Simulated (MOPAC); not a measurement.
MOPAC input (AM1):

```
AM1 PRECISE GNORM=0.05 LET XYZ GEO-OK AUX(PRECISION=9) THREADS=1
CH6Cl2OSi2

C    -2.49609100 1   -0.61729000 1    0.18884500 1
Si   -1.76885900 1    0.83931200 1    1.09036200 1
O    -0.15598100 1    1.00121300 1    0.72770200 1
Si    1.08601900 1    0.34896700 1   -0.05399400 1
Cl    0.69347400 1    0.27085100 1   -2.06922700 1
Cl    1.40881000 1   -1.57042200 1    0.60522300 1
H    -3.55744100 1   -0.72029700 1    0.42712500 1
H    -2.40075700 1   -0.49584400 1   -0.89167700 1
H    -1.99331800 1   -1.54348600 1    0.47333300 1
H    -1.87247400 1    0.67041900 1    2.55634000 1
H    -2.42874900 1    2.10260900 1    0.69501600 1
H     2.29807200 1    1.13743100 1    0.16410300 1
```

Output:

```
 *******************************************************************************
 **                                                                           **
 **                              MOPAC v23.2.5                                **
 **                                                                           **
 *******************************************************************************
 ** MOPAC's Digital Object Identifier: https://doi.org/10.5281/zenodo.6511958 **
 **                                                                           **
 ** Please cite the open-source release paper for use of this MOPAC version:  **
 ** J. E. Moussa and J. J. P. Stewart (2026)                                  **
 ** MOPAC: An open-source semiempirical molecular orbital program             **
 ** J. Open Source Softw., 11(119), 8025, https://doi.org/10.21105/joss.08025 **
 *******************************************************************************

                              AM1 CALCULATION RESULTS

 *******************************************************************************
 *  AM1        - The AM1 Hamiltonian to be used
 *  GEO-OK     - OVERRIDE INTERATOMIC DISTANCE AND OTHER SAFETY CHECKS
 *  LET        - OVERRIDE SOME SAFETY CHECKS
 *  PRECISE    - TIGHTER CRITERIA TO BE USED
 *  XYZ        - CARTESIAN COORDINATE SYSTEM TO BE USED
 *  GNORM      - EXIT WHEN GRADIENT NORM DROPS BELOW 0.050
 *  AUX        - OUTPUT AUXILIARY INFORMATION
 *******************************************************************************
AM1 PRECISE GNORM=0.05 LET XYZ GEO-OK AUX(PRECISION=9) THREADS=1
 CH6Cl2OSi2

   ATOM   CHEMICAL          X               Y               Z
  NUMBER   SYMBOL      (ANGSTROMS)     (ANGSTROMS)     (ANGSTROMS)

     1       C         -2.49609100  *  -0.61729000  *   0.18884500  *
     2      Si         -1.76885900  *   0.83931200  *   1.09036200  *
     3       O         -0.15598100  *   1.00121300  *   0.72770200  *
     4      Si          1.08601900  *   0.34896700  *  -0.05399400  *
     5      Cl          0.69347400  *   0.27085100  *  -2.06922700  *
     6      Cl          1.40881000  *  -1.57042200  *   0.60522300  *
     7       H         -3.55744100  *  -0.72029700  *   0.42712500  *
     8       H         -2.40075700  *  -0.49584400  *  -0.89167700  *
     9       H         -1.99331800  *  -1.54348600  *   0.47333300  *
    10       H         -1.87247400  *   0.67041900  *   2.55634000  *
    11       H         -2.42874900  *   2.10260900  *   0.69501600  *
    12       H          2.29807200  *   1.13743100  *   0.16410300  *

          CARTESIAN COORDINATES

    NO.       ATOM           X           Y           Z

     1         C         -2.4961     -0.6173      0.1888
     2        Si         -1.7689      0.8393      1.0904
     3         O         -0.1560      1.0012      0.7277
     4        Si          1.0860      0.3490     -0.0540
     5        Cl          0.6935      0.2709     -2.0692
     6        Cl          1.4088     -1.5704      0.6052
     7         H         -3.5574     -0.7203      0.4271
     8         H         -2.4008     -0.4958     -0.8917
     9         H         -1.9933     -1.5435      0.4733
    10         H         -1.8725      0.6704      2.5563
    11         H         -2.4287      2.1026      0.6950
    12         H          2.2981      1.1374      0.1641

  H: (AM1): M.J.S. DEWAR ET AL, J. AM. CHEM. SOC. 107 3902-3909 (1985)
  C: (AM1): M.J.S. DEWAR ET AL, J. AM. CHEM. SOC. 107 3902-3909 (1985)
  O: (AM1): M.J.S. DEWAR ET AL, J. AM. CHEM. SOC. 107 3902-3909 (1985)
 Si: (AM1): M.J.S.DEWAR, C. JIE, ORGANOMETALLICS, 6, 1486-1490 (1987).
 Cl: (AM1): M.J.S. DEWAR AND E. G. ZOEBISCH, THEOCHEM, 180, 1 (1988).

           Empirical Formula: C H6 O Si2 Cl2  =    12 atoms

      MOLECULAR POINT GROUP   :   C1

      RHF CALCULATION, NO. OF DOUBLY OCCUPIED LEVELS = 19

          Geometry optimization using EF

          DIAGONAL MATRIX USED AS START HESSIAN

 CYCLE:     1  GRAD.:   148.384 HEAT: -175.5138
 CYCLE:     2  GRAD.:    96.362 HEAT: -180.2184
 CYCLE:     3  GRAD.:   142.987 HEAT: -177.4387
 CYCLE:     4  GRAD.:   128.449 HEAT: -179.1742
 CYCLE:     5  GRAD.:    87.566 HEAT: -181.5755
 CYCLE:     6  GRAD.:   128.956 HEAT: -178.0107
 CYCLE:     7  GRAD.:    93.608 HEAT: -181.1970
 CYCLE:     8  GRAD.:   167.302 HEAT: -174.7613
 CYCLE:     9  GRAD.:   118.638 HEAT: -179.2361
 CYCLE:    10  GRAD.:    85.887 HEAT: -181.0190
 CYCLE:    11  GRAD.:    32.263 HEAT: -184.7657
 CYCLE:    12  GRAD.:    45.193 HEAT: -184.2848
 CYCLE:    13  GRAD.:    22.693 HEAT: -185.2464
 CYCLE:    14  GRAD.:    96.133 HEAT: -182.5304
 CYCLE:    15  GRAD.:    10.703 HEAT: -185.3985
 CYCLE:    16  GRAD.:    11.875 HEAT: -185.3980
 CYCLE:    17  GRAD.:     6.170 HEAT: -185.4764
 CYCLE:    18  GRAD.:    10.272 HEAT: -185.4527
 CYCLE:    19  GRAD.:     2.374 HEAT: -185.5227
 CYCLE:    20  GRAD.:     2.123 HEAT: -185.5502
 CYCLE:    21  GRAD.:     8.029 HEAT: -185.6747
 CYCLE:    22  GRAD.:     9.272 HEAT: -185.8024
 CYCLE:    23  GRAD.:     5.706 HEAT: -185.9044
 CYCLE:    24  GRAD.:     4.385 HEAT: -185.9743
 CYCLE:    25  GRAD.:     5.547 HEAT: -186.0192
 CYCLE:    26  GRAD.:     4.618 HEAT: -186.0764
 CYCLE:    27  GRAD.:     2.228 HEAT: -186.1019
 CYCLE:    28  GRAD.:     1.834 HEAT: -186.1204
 CYCLE:    29  GRAD.:     1.945 HEAT: -186.1290
 CYCLE:    30  GRAD.:     1.030 HEAT: -186.1363
 CYCLE:    31  GRAD.:     0.395 HEAT: -186.1378
 CYCLE:    32  GRAD.:     0.330 HEAT: -186.1385
 CYCLE:    33  GRAD.:     0.213 HEAT: -186.1387
 CYCLE:    34  GRAD.:     0.110 HEAT: -186.1389
 CYCLE:    35  GRAD.:     0.074 HEAT: -186.1389
 CYCLE:    36  GRAD.:     0.051 HEAT: -186.1390
 CYCLE:    37  GRAD.:     0.050 HEAT: -186.1390

     GRADIENT =  0.04953 IS LESS THAN CUTOFF =  0.05000

 -------------------------------------------------------------------------------
 AM1 PRECISE GNORM=0.05 LET XYZ GEO-OK AUX(PRECISION=9) THREADS=1
 CH6Cl2OSi2

     GEOMETRY OPTIMISED USING EIGENVECTOR FOLLOWING (EF).
     SCF FIELD WAS ACHIEVED

                              AM1 CALCULATION
                                                       MOPAC v23.2.5 Linux

          FINAL HEAT OF FORMATION =       -186.13897 KCAL/MOL =    -778.80545 KJ/MOL

          COSMO AREA              =        176.21 SQUARE ANGSTROMS
          COSMO VOLUME            =        182.62 CUBIC ANGSTROMS

          GRADIENT NORM           =          0.04953          =       0.01430 PER ATOM
          IONIZATION POTENTIAL    =         11.209122 EV
          HOMO LUMO ENERGIES (EV) =        -11.209 -0.537
          NO. OF FILLED LEVELS    =         19
          MOLECULAR WEIGHT        =        161.1348         POINT GROUP:  Cs

          MOLECULAR DIMENSIONS (Angstroms)

            Atom       Atom       Distance
            H    12    H     7     6.43204
            H    11   Cl     6     4.68721
           Cl     5    H    10     4.52987

          SCF CALCULATIONS        =         38

   ATOM   CHEMICAL          X               Y               Z
  NUMBER   SYMBOL      (ANGSTROMS)     (ANGSTROMS)     (ANGSTROMS)

     1       C         -2.81990722  *  -0.51767878  *   0.34333129  *
     2      Si         -1.92087261  *   0.82850015  *   1.11009719  *
     3       O         -0.24277803  *   0.80985615  *   0.64418379  *
     4      Si          1.20750226  *   0.33211661  *  -0.09123721  *
     5      Cl          0.92025124  *   0.28890643  *  -2.13091863  *
     6      Cl          1.66975650  *  -1.56985449  *   0.55070667  *
     7       H         -3.89623627  *  -0.52484263  *   0.64118253  *
     8       H         -2.79396237  *  -0.45838954  *  -0.77114087  *
     9       H         -2.40137305  *  -1.51422865  *   0.62253299  *
    10       H         -1.95277971  *   0.72891139  *   2.56119090  *
    11       H         -2.45092160  *   2.12049757  *   0.70203744  *
    12       H          2.27280449  *   1.25299780  *   0.24952678  *

                             CARTESIAN COORDINATES

   1    C       -2.819907219    -0.517678779     0.343331294
   2   Si       -1.920872612     0.828500149     1.110097191
   3    O       -0.242778033     0.809856150     0.644183792
   4   Si        1.207502262     0.332116613    -0.091237210
   5   Cl        0.920251242     0.288906429    -2.130918634
   6   Cl        1.669756502    -1.569854488     0.550706667
   7    H       -3.896236274    -0.524842627     0.641182529
   8    H       -2.793962372    -0.458389543    -0.771140866
   9    H       -2.401373050    -1.514228655     0.622532991
  10    H       -1.952779708     0.728911386     2.561190898
  11    H       -2.450921595     2.120497574     0.702037443
  12    H        2.272804487     1.252997804     0.249526784

           Empirical Formula: C H6 O Si2 Cl2  =    12 atoms

      MOLECULAR POINT GROUP   :   Cs

                  EIGENVALUES
 -36.93103 -36.79696 -35.42708 -29.19233 -18.94896 -16.73338 -15.94434 -15.71913
 -14.91056 -14.42635 -13.77154 -13.23795 -13.09856 -12.60487 -12.48618 -12.24367
 -11.82401 -11.34292 -11.20912  -0.53701  -0.31134   0.09009   1.01393   1.58679
   1.81736   1.86456   3.04111   4.03549   4.07554   4.93971

              NET ATOMIC CHARGES AND DIPOLE CONTRIBUTIONS

  ATOM NO.   TYPE          CHARGE      No. of ELECS.   s-Pop       p-Pop
    1          C          -0.619830        4.6198     1.27401     3.34582
    2         Si           1.319307        2.6807     0.78677     1.89392
    3          O          -0.897925        6.8979     1.80918     5.08874
    4         Si           1.349582        2.6504     0.79321     1.85721
    5         Cl          -0.363237        7.3632     1.98003     5.38321
    6         Cl          -0.362682        7.3627     1.98001     5.38267
    7          H           0.102673        0.8973     0.89733
    8          H           0.102607        0.8974     0.89739
    9          H           0.102386        0.8976     0.89761
   10          H          -0.250726        1.2507     1.25073
   11          H          -0.250608        1.2506     1.25061
   12          H          -0.231549        1.2315     1.23155
 DIPOLE           X         Y         Z       TOTAL
 POINT-CHG.    -1.122     1.629     1.436     2.444
 HYBRID        -0.333    -0.596    -0.354     0.769
 SUM           -1.456     1.033     1.083     2.087

          ATOMIC ORBITAL ELECTRON POPULATIONS

     Atom    s        px        py        pz
    1  C   1.27401   1.09934   1.15189   1.09458
    2 Si   0.78677   0.47732   0.70429   0.71231
    3  O   1.80918   1.43637   1.85228   1.80010
    4 Si   0.79321   0.62023   0.64394   0.59304
    5 Cl   1.98003   1.94751   1.95503   1.48067
    6 Cl   1.98001   1.93793   1.54393   1.90080
    7  H   0.89733
    8  H   0.89739
    9  H   0.89761
   10  H   1.25073
   11  H   1.25061
   12  H   1.23155

 **********************
 *                    *
 * JOB ENDED NORMALLY *
 *                    *
 **********************

 == MOPAC DONE ==
```

The geometry given is a B3LYP-D3(BJ)/def2-TZVP minimum.
